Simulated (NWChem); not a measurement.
# Ionisation of C3H5ClSi

```xyz
10

C     -1.1746     2.4530     0.0000
C     -0.5633     1.2860     0.0000
C      0.0004     0.0932     0.0000
Si    -0.9421    -1.5447     0.0000
Cl     1.7672    -0.0805     0.0000
H     -1.4394     2.9643     0.9424
H     -1.4394     2.9643    -0.9424
H     -0.5655    -2.3336     1.2225
H     -0.5655    -2.3336    -1.2225
H     -2.4172    -1.2610     0.0000
```
Charge 0, spin multiplicity 1.

Everything below was run with NWChem. The geometry was optimised at PBE/def2-SVP, a minimum by its harmonic frequencies.

Basis set: def2-TZVP. The species with one electron less has spin multiplicity 2 and keeps the geometry of the parent. Δ marks differences of total energies (open shells unrestricted). −ε marks an orbital energy of the parent. That orbital need not have the symmetry of the hole or added electron in the Δ rows.

B3LYP has NWChem's definition, with VWN1-RPA local correlation. The structure started from a generated list of species. The stability of the SCF solutions was not checked.

**Question.** Order these methods by the first vertical ionisation energy they give, lowest first: −ε(HOMO) of B3LYP, −ε(HOMO) of PBE, −ε(HOMO) of HF, G0W0@PBE, G0W0@B3LYP, ΔPBE.

**Answer.** −ε(HOMO) of PBE (6.32 eV), −ε(HOMO) of B3LYP (7.26 eV), G0W0@PBE (9.03 eV), ΔPBE (9.19 eV), G0W0@B3LYP (9.33 eV), −ε(HOMO) of HF (10.10 eV)
